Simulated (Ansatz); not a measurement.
## Worked example: a bond strength in SnSiH6 (SMILES [SiH3][SnH3])

SnSiH6: 8 atoms, total charge 0, spin state singlet. As SMILES, `[SiH3][SnH3]`. Geometry: optimised at B3LYP/def2-SVP.

```xyz
8

Si   -0.6303    0.1231   -1.1672
Sn    0.6182   -0.1304    1.0895
H    -2.0847    0.3582   -0.9281
H    -0.4734   -1.1149   -1.9858
H    -0.0784    1.2780   -1.9347
H     0.4576    1.2945    2.0421
H     2.2968   -0.4141    0.8333
H    -0.0136   -1.4512    1.9950
```

Wanted: the dissociation energy of the H7–Sn2 bond into doublet H and doublet SnSiH5 (shapes relaxed at B3LYP/def2-SVP, no zero-point term). 1 Eh = 2625.50 kJ/mol = 27.2114 eV. Totals in Eh; open shells run unrestricted unless said.

```
                             level  program       SnSiH6  doublet H  doublet SnSiH5
     HF/def2-TZVP (core potential)   Ansatz  -505.760669  -0.499810     -505.168013
    PBE/def2-TZVP (core potential)   Ansatz  -507.207873  -0.499616     -506.590826
wB97M-V/def2-TZVP (core potential)   Ansatz  -507.282739  -0.494111     -506.665066
```

Task: Work out the dissociation energy at each level.

Result: 
1. HF/def2-TZVP (core potential): (-0.499810) + (-505.168013) − (-505.760669) = 0.092846 Eh = 243.8 kJ/mol = 2.53 eV.
2. PBE/def2-TZVP (core potential): (-0.499616) + (-506.590826) − (-507.207873) = 0.117431 Eh = 308.3 kJ/mol = 3.20 eV.
3. wB97M-V/def2-TZVP (core potential): (-0.494111) + (-506.665066) − (-507.282739) = 0.123562 Eh = 324.4 kJ/mol = 3.36 eV.

The levels span 244 to 324 kJ/mol; no measured value is set beside them. Hartree–Fock lacks the correlation of the bonding electrons, so it comes out low. A bond enthalpy at 298 K also holds the loss of zero-point energy and thermal terms.
